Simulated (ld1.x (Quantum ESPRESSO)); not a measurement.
# Before and after: TM semilocal potential for Co

```
Element                 : cobalt
Generator               : ld1.x (Quantum ESPRESSO) 7.5
Type                    : norm-conserving Troullier–Martins (semilocal form)
Functional              : LDA (PZ)
Relativity              : scalar-relativistic
Frozen core             : [Ne] 3s2
Valence charge          : 15
Reference configuration : 3p6 3d7 4s0 4p0 (charge +2)
Partial waves           : 3p (bound): rc 1.00 bohr; 3d (bound): rc 1.60 bohr; 4s (bound, empty): rc 2.20 bohr
Local potential         : the s channel
Core correction         : Bessel-smoothed model core inside 1.00 bohr
```

Change: wave 3d (bound): rc 1.60 bohr becomes 3d (bound): rc 1.20 bohr.

Cutoffs: the cutoffs (Ry, on a coarse ladder) from which the occupation-weighted sum of valence levels, in a spherical-Bessel basis at the reference potential, stays within 10 and 1 mRy of its value at 400 Ry; they do not see the model core or the augmentation charge, which bear on the density cutoff. Errors are all-electron minus pseudo energies relative to the spin-unpolarised reference configuration.

What does the change do?

The potential gets harder (110 Ry and 180 Ry → 160 Ry and 260 Ry); of the 9 tests that both files solve, the error grows in 6 and shrinks in 2 by more than 15 % and 0.3 meV (median size 54.7 → 44.7 meV); neither file shows a bound ghost. A smaller radius makes the pseudo-wave follow the all-electron one further in, where it bends more sharply, so more plane waves are needed. A semilocal file is local in each channel, so a ghost entry of none says nothing of the separable form that plane-wave codes build from it.

```csv
quantity,base,changed
"cutoff, loose",110 Ry,160 Ry
"cutoff, tight",180 Ry,260 Ry
loose cutoff by channel (10 mRy a level),"p 70 Ry, d 90 Ry","p 70 Ry, d 140 Ry"
bound ghosts,none,none
"error for 3p6 3d7 4s2 4p0, meV [ΔE -26.38 eV]",-14,-25
"error for 3p6 3d7 4s1 4p0, meV [ΔE -17.08 eV]",-5.5,-9.4
"error for 3p6 3d6 4s0 4p0, meV [ΔE 36.19 eV]",-55,-45
"error for 3p5 3d7 4s2 4p0, meV [ΔE 47.04 eV]",-607,-366
"error for 3p6 3d7.5 4s1.5 4p0, meV [ΔE -27.36 eV]",+0.4,+13
"error for 3p6 3d7 4s0 4p1, meV [ΔE -11.63 eV]",+28,+28
"error for 3p6 3d6 4s2 4p0, meV [ΔE -10.92 eV]",-154,-222
"error for 3p6 3d7 4s0 4p0 (spin-polarised), meV [ΔE -2.07 eV]",+106,+146
"error for 3p6 3d7 4s2 4p0 (spin-polarised), meV [ΔE -28.36 eV]",+95,+127
s: phases at 2.39 bohr within 0.05 rad from the reference energy up to (Ry; the scan ends near 5),2.0,2.0
p: phases at 2.39 bohr within 0.05 rad from the reference energy up to (Ry; the scan ends near 5),to the end of the scan,to the end of the scan
d: phases at 2.39 bohr within 0.05 rad from the reference energy up to (Ry; the scan ends near 5),-0.3,0.3
```
